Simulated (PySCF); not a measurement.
Compound: C₂H₈B₂F₂Si.
Numbering: `[CH3:1][B:2]([CH3:3])[SiH2:4][B:5]([F:6])[F:7]` (hydrogens: H8, H9, H10 on C1; H11, H12, H13 on C3; H14, H15 on Si4)

The closed-shell SCF was solved with PySCF and density fitting under several settings on one GFN2-xTB geometry (grid level 2 and gas phase unless stated).

| settings | basis functions | SCF cycles | E (Eh) | HOMO (eV) | LUMO (eV) | dipole (D) |
| --- | --- | --- | --- | --- | --- | --- |
| PBE0/def2-SVP | 142 | 12 | -619.1911 | -7.94 | -1.82 | 2.08 |
| wB97X-D/def2-SVP, fitting basis def2-universal-jkfit | 142 | 10 | -619.5764 | -9.80 | 0.04 | 2.06 |

Problem. Estimate the row for these settings: CAM-B3LYP/def2-SVPD, energy threshold 1e-11 Eh.

Solution. 
```csv
settings,basis functions,SCF cycles,E (Eh),HOMO (eV),LUMO (eV),dipole (D)
"CAM-B3LYP/def2-SVPD, energy threshold 1e-11 Eh",214,12,-619.5671,-9.39,-0.79,2.21
```

Problem. Over all rows, what range does the HOMO–LUMO gap span?

Solution. From 6.12 eV (PBE0/def2-SVP) to 9.84 eV (wB97X-D/def2-SVP, fitting basis def2-universal-jkfit). The functional of the narrowest has 25 % exact exchange, that of the widest range-separated exact exchange.

Problem. And the dipole moment?

Solution. From 2.06 D (wB97X-D/def2-SVP, fitting basis def2-universal-jkfit) to 2.21 D (CAM-B3LYP/def2-SVPD, energy threshold 1e-11 Eh); the largest is 1.07 times the smallest, and the median is 2.08 D.

Whole jobs, the steps after the SCF included, on one thread of an Arm Neoverse V1, no GPU, on a shared host:

| settings | work after the SCF | wall time | peak memory |
| --- | --- | --- | --- |
| PBE0/def2-SVP | spin–spin couplings from 15 perturbed nuclei, spin–dipole term for 5 of them | 32 s | 0.77 GiB |
| wB97X-D/def2-SVP, fitting basis def2-universal-jkfit | 25 singlets by TDA, 2 Tamm–Dancoff triplets, polarisability, density and orbital grids written | 27 s | 0.74 GiB |
| CAM-B3LYP/def2-SVPD, energy threshold 1e-11 Eh | spin–spin couplings from 15 perturbed nuclei, spin–dipole term for 5 of them | 92 s | 1.0 GiB |

wB97X-D ran without the empirical dispersion term, which would shift the total energy alone. Cycle counts include a coarse-grid stage where the run had one.

Conformer computed: `[CH3:1][B:2]([CH3:3])[SiH2:4][B:5]([F:6])[F:7]`: C1–B2–Si4–B5 79°, B2–Si4–B5–F6 -80°.

One conformer stands for the species.
